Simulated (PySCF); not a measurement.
Ga(OH)(SH)2, SMILES [OH][Ga]([SH])[SH] (H₃GaOS₂), singlet (PBE0/def2-SVP optimised geometry):

```
7

Ga    -0.578    -0.161     0.000
O     -1.543    -1.654     0.000
H     -1.044    -2.477    -0.001
S      1.629    -0.161     0.000
H      1.728    -1.509     0.004
S     -1.728     1.704     0.000
H     -0.619     2.477     0.004
```

Method: PBE0/def2-TZVP (PySCF).

Problem. What are the frontier orbital energies and the dipole moment?

Solution. HOMO-2 -8.75 eV, HOMO-1 -8.10 eV, HOMO -7.67 eV, LUMO -0.90 eV, LUMO+1 -0.46 eV; dipole moment 1.98 D.

On the same geometry PBE/def2-TZVP run with PySCF gives HOMO-2 -7.48 eV, HOMO-1 -6.78 eV, HOMO -6.44 eV, LUMO -1.81 eV, LUMO+1 -1.22 eV; dipole moment 1.86 D.

Meta-Löwdin charges at PBE0/def2-TZVP: Ga1 0.68, O2 -0.71, H3 0.34, S4 -0.29, H5 0.11, S6 -0.26, H7 0.12.
